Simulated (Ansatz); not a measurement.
One change: `[AlH2]/[N]=C\S` becomes `[SiH3]/N=C\S`.

Ansatz, PBE0-D4/def2-TZVP geometries, multiplicity 1. Each molecule was computed in one conformer, which needn't be the lowest.

```
                                                                                  property  `[AlH2]/[N]=C\S`
                                                        HOMO energy (PBE0/def2-TZVPP) / eV             -7.05
                                                   HOMO–LUMO gap (ωB97M-V/def2-TZVPP) / eV              9.99
                                                      HOMO–LUMO gap (PBE0/def2-TZVPP) / eV              6.16
                                                       HOMO energy (B3LYP/def2-TZVPP) / eV             -6.83
                                            size of the dipole moment (PBE/def2-TZVPP) / D              1.98
ideal-gas entropy at 298 K and 1 bar (rigid rotor, harmonic PBE0-D4/def2-TZVP) / J/(mol·K)               328
```

(1) What does the change do to each property? (An estimate is asked.)

Results:

(1) Computed: 
```csv
property,`[SiH3]/N=C\S`,shift
HOMO energy (PBE0/def2-TZVPP) / eV,-7.28,-0.23
HOMO–LUMO gap (ωB97M-V/def2-TZVPP) / eV,10.65,0.66
HOMO–LUMO gap (PBE0/def2-TZVPP) / eV,6.28,0.12
HOMO energy (B3LYP/def2-TZVPP) / eV,-7.05,-0.22
size of the dipole moment (PBE/def2-TZVPP) / D,0.74,-1.24
"ideal-gas entropy at 298 K and 1 bar (rigid rotor, harmonic PBE0-D4/def2-TZVP) / J/(mol·K)",325,-3
```

With PBE0 the HOMO falls by 0.23 eV and the LUMO falls by 0.11 eV, so the gap widens by about 0.12 eV. PBE moves the HOMO by -0.12 eV and ωB97M-V by -0.25 eV. The zero-point energy changes by 31.4 kJ/mol with +3 modes. Dipoles are sizes alone; their direction can turn.

B3LYP here is the variant with VWN-RPA as its local correlation; programs differ in this.
